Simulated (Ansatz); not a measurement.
C₄F₉−, SMILES `FC(F)(F)[C-](C(F)(F)F)C(F)(F)F`, relaxed with RKS PBE0-D4/def2-TZVPD in Ansatz from a GFN2-xTB geometry. The force threshold is 0.005 eV/Å; the program also tests the step.

Charge -1, multiplicity 1.

Start:

```xyz
13

F    -0.742   -1.940    0.807
C    -0.611   -1.235   -0.381
F    -1.864   -1.323   -0.905
F     0.143   -2.040   -1.150
C    -0.103    0.130   -0.303
C    -0.780    1.013    0.640
F    -0.749    2.325    0.281
F    -2.085    0.726    0.793
F    -0.297    1.055    1.940
C     1.345    0.281   -0.395
F     1.763    1.540   -0.171
F     1.852   -0.045   -1.615
F     2.127   -0.484    0.459
```

```csv
step,energy (eV),largest force (eV/Å),largest move (Å)
1,-28586.9979,0.651,0.000
2,-28587.0241,0.252,0.024
3,-28587.0314,0.117,0.027
4,-28587.0396,0.051,0.056
5,-28587.0532,0.046,0.113
6 (rejected),-28586.7568,2.475,0.113
7,-28587.0567,0.007,0.056
8 (rejected),-28587.0565,0.169,0.085
9,-28587.0579,0.032,0.042
10,-28587.0585,0.080,0.049
11,-28587.0588,0.039,0.007
12,-28587.0591,0.010,0.015
13,-28587.0592,0.004,0.016
14,-28587.0592,0.007,0.017
15,-28587.0592,0.001,0.002
```

End:

```xyz
13

F    -1.087   -2.001    0.733
C    -0.618   -1.266   -0.332
F    -1.725   -1.197   -1.146
F     0.238   -2.089   -0.975
C     0.000    0.000    0.000
C    -0.761    1.017    0.694
F    -0.898    2.217    0.034
F    -2.024    0.612    0.949
F    -0.260    1.412    1.913
C     1.379    0.249   -0.362
F     1.786    1.477    0.026
F     1.667    0.186   -1.706
F     2.304   -0.618    0.173
```

Run time 65 s (4 threads of an AMD EPYC 7R13 on a shared host and a share of an NVIDIA H100 80 GB); peak host memory 1.3 GiB.
